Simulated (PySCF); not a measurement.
## C3H7FOSi: core ionisation energies

C3H7FOSi.
Structure used (GFN2-xTB), in Å, numbered top down from 1:
```
atom  x, y, z in Å
O1     2.381    0.326   -1.128
Si2    1.988   -0.276    0.332
C3     0.126   -0.242    0.614
C4    -0.773    0.056   -0.313
C5    -2.257    0.071   -0.116
F6    -2.618   -0.234    1.172
H7     2.163    1.218   -1.382
H8     2.622    0.505    1.399
H9     2.497   -1.636    0.224
H10   -0.240   -0.496    1.600
H11   -0.479    0.314   -1.323
H12   -2.672    1.065   -0.332
H13   -2.744   -0.669   -0.764
```

Level of theory: delta-SCF UKS SCAN, pcX-2 on the ionised atom, pcseg-1 elsewhere, spin-free X2C (PySCF 2.14.0). Binding energies are ΔSCF values: E(core-ionised, relaxed orbitals) − E(ground state) at a fixed geometry, referred to the vacuum level.

**Question.** List the computed XPS lines with their assignment.

**Answer.** 
```
atom(s)           environment     level  binding energy (eV)  2p1/2 (eV)  above the level's lowest (eV)  count
    Si2  oxygen-bound silicon     Si 1s              1846.98           –                           0.00      1
     F6        alkyl fluorine      F 1s               692.56           –                           0.00      1
     O1        silanol oxygen      O 1s               538.61           –                           0.00      1
     C5        sp3 C–F carbon      C 1s               293.28           –                          +3.38      1
     C4      alkene CH carbon      C 1s               290.76           –                          +0.86      1
     C3      alkene CH carbon      C 1s               289.90           –                           0.00      1
    Si2  oxygen-bound silicon  Si 2p3/2               107.09      107.71                           0.00      1
```

Lowest listed C 1s: C3, bonded to C (double bond), H and Si. Highest, 3.38 eV above it: C5, bonded to F, C and 2 H. The widest gap between neighbouring values is 2.52 eV, between 290.76 and 293.28 eV.

**Question.** What is the longest wavelength that can ionise F 1s of F6 vertically?

**Answer.** λ = hc/E = 12398.42 eV Å / 692.56 eV = 17.902 Å.

**Question.** Express the binding energy of F 1s of F6 in atomic units and per mole.

**Answer.** 692.56 eV = 25.4511 Eh = 66822 kJ/mol.

2p3/2 and 2p1/2 are the ΔSCF energy of one spin-free 2p hole plus the eigenvalues of a spin–orbit and ligand-field matrix of the shell. 2p1/2 minus 2p3/2 (ligand field included): Si 0.63 eV. Isolated species at its GFN2-xTB geometry (one conformer only).
